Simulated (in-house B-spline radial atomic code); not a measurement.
Configurations of Ge IX (Ge8+), with energies counted from [Ar] 3d6. All numbers are computed (Dirac-Hartree-Fock, average of configuration; Fermi nucleus of rms radius 4.0742 fm) with a radial B-spline atomic code at the basis-set limit, not measured. Energies include first-order Breit, QED and recoil terms.

Occupations are held fixed; configurations that lie above the ionisation limit could autoionise.

```json
{"configuration": "[Ne] 3s2 3p5 3d7", "E - E(ref) (eV)": "95.359", "highest orbital": "3d5/2", "its <r> (bohr)": "0.6096"}
{"configuration": "[Ar] 3d5 4f1", "E - E(ref) (eV)": "140.37", "highest orbital": "4f5/2", "its <r> (bohr)": "1.873"}
{"configuration": "[Ar] 3d5 5p1", "E - E(ref) (eV)": "145.52", "highest orbital": "5p3/2", "its <r> (bohr)": "2.719"}
{"configuration": "[Ar] 3d5 6s1", "E - E(ref) (eV)": "165.5", "highest orbital": "6s1/2", "its <r> (bohr)": "4.021"}
{"configuration": "[Ar] 3d5 5g1", "E - E(ref) (eV)": "167.29", "highest orbital": "5g9/2", "its <r> (bohr)": "3.047"}
{"configuration": "[Ar] 3d5 7s1", "E - E(ref) (eV)": "179.8", "highest orbital": "7s1/2", "its <r> (bohr)": "5.825"}
{"configuration": "[Ar] 3d5 7g1", "E - E(ref) (eV)": "188.89", "highest orbital": "7g9/2", "its <r> (bohr)": "7.036"}
{"configuration": "[Ne] 3s2 3p5 3d6 6g1", "E - E(ref) (eV)": "274.7", "highest orbital": "6g9/2", "its <r> (bohr)": "4.874"}
{"configuration": "[Ne] 3s2 3p5 3d6 7f1", "E - E(ref) (eV)": "282.22", "highest orbital": "7f7/2", "its <r> (bohr)": "7.241"}
{"configuration": "[Ne] 3s2 3p5 3d6 7g1", "E - E(ref) (eV)": "282.83", "highest orbital": "7g9/2", "its <r> (bohr)": "7.036"}
```

**Question.** Order these further configurations by energy, lowest first.
A. [Ar] 3d5 7p1
B. [Ne] 3s2 3p5 3d6 6f1
C. [Ne] 3s2 3p5 3d6 5g1
D. [Ar] 3d5 5f1
E. [Ne] 3s2 3p5 3d6 4f1

**Answer.** D (165.84 eV), A (181.87 eV), E (234.24 eV), C (261.23 eV), B (273.76 eV).

**Question.** How far above the reference does [Ar] 3d5 6f1 lie?

**Answer.** 179.84 eV; its least bound orbital is 6f7/2 with <r> = 5.116 bohr.

**Question.** How far above the reference does [Ar] 3d5 7f1 lie?

**Answer.** 188.29 eV; its least bound orbital is 7f7/2 with <r> = 7.245 bohr.

**Question.** How far above the reference does [Ar] 3d5 4p1 lie?

**Answer.** 93.736 eV; its least bound orbital is 4p3/2 with <r> = 1.503 bohr.
